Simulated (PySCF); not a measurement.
A PySCF run on CsCl

State: ¹Σ⁺ (singlet), closed shell.

An equivalent input (the run itself took its basis sets from the Basis Set Exchange, started from a PBE0 density and held the occupation σ 7α 7β, πx 3α 3β, πy 3α 3β):

```python
from pyscf import gto, dft
mol = gto.M(atom='Cs 0 0 0; Cl 0 0 2.922', basis={'Cs': 'def2-TZVPP', 'Cl': 'def2-TZVPP'}, ecp={'Cs': 'def2-TZVPP'},
            charge=0, spin=0, verbose=4, symmetry='C2v')
mf = dft.UKS(mol, xc='CAMB3LYP')
mf.grids.atom_grid = (80, 434)
mf.grids.prune = dft.gen_grid.treutler_prune
mf.irrep_nelec = {'A1': (7, 7), 'B1': (3, 3), 'B2': (3, 3)}
mf.conv_tol = 1e-9
mf.max_cycle = 60
mf.diis_space = 10
mf.kernel()
```

The log (some set-up lines and the per-cycle HOMO/LUMO lines removed):

```
******** <class 'pyscf.dft.uks_symm.SymAdaptedUKS'> ********
method = SymAdaptedUKS
damping factor = 0
level_shift factor = 0
DIIS = <class 'pyscf.scf.diis.CDIIS'>
diis_start_cycle = 1
diis_space = 10
diis_damp = 0
SCF conv_tol = 1e-09
SCF conv_tol_grad = None
SCF max_cycles = 60
number electrons alpha = 13  beta = 13
Set gradient conv threshold to 3.16228e-05
init E= -480.435211129911
cycle= 1 E= -480.436139002202  delta_E= -0.000928  |g|= 0.00983  |ddm|= 0.065
cycle= 2 E= -480.436160157622  delta_E= -2.12e-05  |g|= 0.0079  |ddm|= 0.0181
cycle= 3 E= -480.436182568364  delta_E= -2.24e-05  |g|= 0.000465  |ddm|= 0.00682
cycle= 4 E= -480.436182807053  delta_E= -2.39e-07  |g|= 9.65e-05  |ddm|= 0.00094
cycle= 5 E= -480.436182818439  delta_E= -1.14e-08  |g|= 4.67e-05  |ddm|= 0.000234
cycle= 6 E= -480.436182819881  delta_E= -1.44e-09  |g|= 6.51e-06  |ddm|= 4.79e-05
cycle= 7 E= -480.436182819959  delta_E= -7.78e-11  |g|= 1.25e-06  |ddm|= 1.76e-05
Extra cycle  E= -480.436182819961  delta_E= -2.05e-12  |g|= 4.57e-07  |ddm|= 2.45e-06
converged SCF energy = -480.436182819961  <S^2> = -7.1054274e-15  2S+1 = 1
```

Repeating this along the bond gives Re = 2.939 Å and ωe = 212 cm⁻¹.

A point of this curve took 2.3 CPU seconds beside 0.21 for the integrals (shared host).

Spin–orbit coupling is left out.
